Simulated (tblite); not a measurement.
Compound: C8H7O2P.
Numbering: `[CH3:1][c:2]1[cH:3][c:4]([CH:5]=[O:6])[p:7][c:8]([CH:9]=[O:10])[cH:11]1` (hydrogens: H12, H13, H14 on C1; H15 on C3; H16 on C5; H17 on C9; H18 on C11)

The geometry is computed with GFN2-xTB (gas phase).

(1) What internal coordinates does the optimisation give?

## Answers

(1) 
```json
{"bond": "C1–C2", "length (Å)": "1.498"}
{"bond": "C2–C3, C2–C11", "length (Å)": "1.389"}
{"bond": "C3–C4, C8–C11", "length (Å)": "1.387"}
{"bond": "C4–C5, C8–C9", "length (Å)": "1.460"}
{"bond": "C5=O6, C9=O10", "length (Å)": "1.206"}
{"bond": "C4–P7, P7–C8", "length (Å)": "1.758"}
{"bond": "C1–H12, C1–H13, C1–H14", "length (Å)": "1.088"}
{"bond": "C3–H15, C11–H18", "length (Å)": "1.084"}
{"bond": "C5–H16, C9–H17", "length (Å)": "1.107"}
```

Bonds in one row agree within 0.01 Å and their mean is given. A selection of angles:
```json
{"angle": "C2–C1–H12", "degrees": "110.3"}
{"angle": "C2–C1–H13", "degrees": "111.3"}
{"angle": "H12–C1–H13", "degrees": "108.6"}
{"angle": "H12–C1–H14", "degrees": "107.7"}
{"angle": "C1–C2–C3", "degrees": "120.6"}
{"angle": "C1–C2–C11", "degrees": "119.0"}
{"angle": "C3–C2–C11", "degrees": "120.4"}
{"angle": "C2–C3–C4", "degrees": "124.4"}
{"angle": "C2–C3–H15", "degrees": "118.2"}
{"angle": "C4–C3–H15", "degrees": "117.4"}
{"angle": "C3–C4–C5", "degrees": "120.5"}
{"angle": "C3–C4–P7", "degrees": "126.7"}
{"angle": "C5–C4–P7", "degrees": "112.7"}
{"angle": "C4–C5–O6", "degrees": "122.7"}
{"angle": "C4–C5–H16", "degrees": "115.8"}
{"angle": "O6–C5–H16", "degrees": "121.5"}
{"angle": "C4–P7–C8", "degrees": "97.3"}
{"angle": "C2–C11–C8", "degrees": "124.6"}
```

Torsions: C3–C4–C5–O6 180° (antiperiplanar); P7–C8–C9–O10 0° (synperiplanar).

The 6-membered ring C2–C3–C4–P7–C8–C11 has internal angles of 97.3° to 126.7°; it is planar, 0.00 Å rms from its mean plane, widest ring torsion 0°. P7 (phosphorus bonded to 2 C) is bent (angle 97.3°). The C–C distances run from 1.386 Å (C8–C11, aromatic) to 1.498 Å (C1–C2, drawn single), a spread of 0.112 Å. The 11 heavy atoms lie in one plane (0.002 Å rms). Of the pairs four or more bonds apart, H13···H15 is among the closest relative to their van der Waals radii: 2.32 Å, 97 % of the sum of Bondi's values.

Point group: Cs (every atom within 0.08 Å of its image). GFN2-xTB frequencies show an imaginary mode (40i cm⁻¹), so the point is no minimum at that level. 2 starts were optimised and ended at 0.00 and 0.89 kcal/mol (GFN2-xTB); the lowest of these is shown.

Hardware: one thread of an Arm Neoverse V2, no GPU (shared host). This is the geometry optimisation.
